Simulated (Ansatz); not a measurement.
C2H7NSi can be A, `C[SiH2]C=N`, or B, `CN1C[SiH2]1`.

Calculated with Ansatz (gas phase, PBE0-D4/def2-TZVP geometries, no zero-point term in ΔE). CCSD(T)/CBS is the MP2 limit (def2-TZVPP, def2-QZVPP) plus CCSD(T) − MP2 in def2-TZVPP, frozen cores. Functionals use def2-TZVPP. B3LYP here is the variant with VWN-RPA as its local correlation; programs differ in this. Each species was taken in one conformer, which may not be the lowest.

Question: Which isomer does CCSD(T)/CBS put lower? Give the gap. (Best estimate.)

Answer: Ansatz gave: A, by 76.6 kJ/mol.

Question: Give E(B) − E(A) in kJ/mol with CCSD(T)/def2-SVP, B3LYP-D4, PBE-D4, CCSD(T)/def2-TZVPP, ωB97M-V, BLYP-D4, PBE0-D4. (An estimate is asked.)

Answer: Computed: CCSD(T)/def2-SVP 78.3, B3LYP-D4 78.1, PBE-D4 65.5, CCSD(T)/def2-TZVPP 79.4, ωB97M-V 72.4, BLYP-D4 82.5, PBE0-D4 62.3. None reverses the order clearly.

Question: Does the order hold for the free energy at 298.15 K (harmonic terms from PBE0-D4)? (An estimate is asked.)

Answer: The calculation gave: Yes: G(B) − G(A) = +85.4 kJ/mol, for one conformer each.

Largest T1 diagnostic: 0.012.

From PBE to PBE0 (25 % exact exchange), in def2-TZVPP and without D4, E(B) − E(A) moves by −3.5 kJ/mol. In def2-TZVPP, CCSD(T) changes the Hartree–Fock value by −15.5 kJ/mol (the triples alone add −0.3 kJ/mol) and MP2 by −28.1 kJ/mol.
